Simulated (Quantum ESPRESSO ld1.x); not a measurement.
Values are calculated unless marked as measured or tabulated.
Tb IV, configuration [Xe] 4f8. Code: ld1.x of Quantum ESPRESSO 7.5. Model: scalar-relativistic Kohn-Sham, LDA (Slater exchange, Perdew-Zunger correlation), spin-unpolarised, spherical densities, point nucleus.

Normalised radial functions P(r) = r R(r), r in bohr:

r,4s,4d,5p
0.002348,0.2114,0.0001,0.0045
0.003559,0.2782,0.0003,0.0090
0.005394,0.3470,0.0010,0.0181
0.008177,0.3954,0.0030,0.0355
0.0124,0.3795,0.0090,0.0667
0.01879,0.2364,0.0265,0.1170
0.02848,-0.0765,0.0731,0.1816
0.04318,-0.4751,0.1834,0.2268
0.06546,-0.6254,0.3972,0.1741
0.09922,-0.1119,0.6848,-0.0449
0.1504,0.7810,0.7989,-0.3010
0.228,0.6839,0.3125,-0.2014
0.3456,-0.8154,-0.7460,0.3136
0.5239,-1.6065,-1.4053,0.4208
0.7942,-0.8362,-1.0307,-0.3117
1.214,-0.1410,-0.3449,-0.9291
1.84,-0.0065,-0.0486,-0.7206
2.789,0.0000,-0.0021,-0.2368
4.228,0.0000,0.0000,-0.0269

4s: eigenvalue -409.43 eV, 3 radial nodes at r = 0.0262, 0.105, 0.282 bohr, <r> = 0.541 bohr, 90 % of the charge inside 0.778 bohr. 4d: eigenvalue -179.18 eV, 1 radial node at r = 0.261 bohr, <r> = 0.622 bohr, 90 % of the charge inside 0.935 bohr. 5p: eigenvalue -52.975 eV, 3 radial nodes at r = 0.0928, 0.273, 0.686 bohr, <r> = 1.50 bohr, 90 % of the charge inside 2.19 bohr.
